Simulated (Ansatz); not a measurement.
Relaxation of TeH₂ with RKS PBE0-D4/def2-TZVP.

```sh
$ ansatz run in.yaml --threads 4 --pin off --events-out ev --progress --plain --max-ram 3916MiB
```

```yaml
crystal:
  periodic: [false, false, false]
  atoms:
    - {symbol: Te, position_ang: [0.004890, -0.008080, -0.787900]}
    - {symbol: H, position_ang: [1.136250, -0.016490, 0.401160]}
    - {symbol: H, position_ang: [-1.141140, 0.024570, 0.386740]}
basis:
  gaussian: {orbitals: def2-TZVP}
hamiltonian: {xc: pbe0, dispersion: d4}
scf: {omitted_lower_state_checks: [starts]}
output: {orbitals: {seedname: orbitals}}
relax: {f_tol: 0.02, max_steps: 100}
```

It took 16 s on 4 threads of Intel Xeon on a shared host.

Positions (Å) and forces (eV/Å) at steps 1, 2, 3, 4 of 4:

```xyz
3
step=1 energy=-7325.8168 eV
Te    0.005   -0.008   -0.788    0.000   -0.002   -0.229
H     1.136   -0.016    0.401    0.265   -0.004    0.117
H    -1.141    0.025    0.387   -0.265    0.006    0.112
3
step=2 energy=-7325.8132 eV rejected
Te    0.005   -0.008   -0.755    0.001    0.000   -0.004
H     1.218   -0.018    0.385   -0.241    0.004    0.000
H    -1.223    0.026    0.370    0.241   -0.004    0.004
3
step=3 energy=-7325.8241 eV
Te    0.005   -0.008   -0.784    0.000    0.001    0.057
H     1.164   -0.017    0.399    0.019   -0.001   -0.029
H    -1.169    0.025    0.384   -0.018    0.000   -0.029
3
step=4 energy=-7325.8244 eV
Te    0.005   -0.008   -0.778    0.000    0.000    0.005
H     1.171   -0.017    0.397   -0.001    0.000   -0.003
H    -1.176    0.025    0.382    0.001    0.000   -0.003
```

In the def2 sets Te takes a core potential; there is no spin–orbit coupling.
